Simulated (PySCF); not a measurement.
**Exercise with solution: oscillator strength and radiative lifetime**

C4H7FO, SMILES CCO/C=C\F.

Geometry: B3LYP-D3(BJ)/def2-SVP. The structure was generated by enumeration; whether it is a known compound was not checked. The values are those of a single conformer.

TDA-PBE/def2-SVPD in PySCF 2.14.0 puts the first singlet state with f over 0.02 at 6.75 eV (vertical), with the transition dipole (0.007, 0.672, 0.000) in atomic units.

Task: Find the oscillator strength, the wavelength and the radiative lifetime that this transition would have in vacuum if emission retraced absorption.

Result: 
|μ|² = 0.4516 au, so |μ| = 1.71 D. ΔE = 6.75/27.211 = 0.2481 hartree. f = (2/3) ΔE |μ|² = 0.075 (the program prints 0.075).
λ = 1239.84/6.75 = 184 nm; ν = 54442 cm⁻¹.
Einstein's coefficient A = 0.6670 ν² f s⁻¹ (ν in cm⁻¹) = 1.5e8 s⁻¹, so τ = 1/A = 6.8 ns. This state is S5; the lower singlets have f = 0.019, 0.004, 0.001, 0.002. The figure is the radiative limit of this one transition; relaxation, internal conversion, crossing to triplets and a medium change what is measured.
